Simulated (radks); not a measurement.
All-electron atom: Rb XXXIII in [He] 2s2 2p1. All-electron calculation, scalar-relativistic Kohn-Sham, SCAN, spin-polarised, spherical densities, finite nucleus; open shells are filled with parallel spins first (spin-orbit coupling, left out, can overturn this in heavy ions); meta-GGA in the generalised Kohn-Sham scheme; Fermi nuclear charge, rms radius 4.2036 fm. Program: a radial shooting solver on a logarithmic mesh with Libxc functionals.

Unscreened Slater integrals over Kohn-Sham orbitals (cm^-1). They are taken over the spin-up orbitals.

integral,value
"F0(2p,2p)",1399400
"F2(2p,2p)",671350
"F0(2p,2s)",1271700
"G1(2p,2s)",712100
"F0(2p,1s)",1887500
"G1(2p,1s)",368930
"F0(2s,2s)",1192500
"F0(2s,1s)",1671200
"G0(2s,1s)",169540
"F0(1s,1s)",5149800

Derived for the open shells (J is the average intra-shell exchange parameter used in DFT+U). 2p: J = F2/5 = 134300 cm^-1.
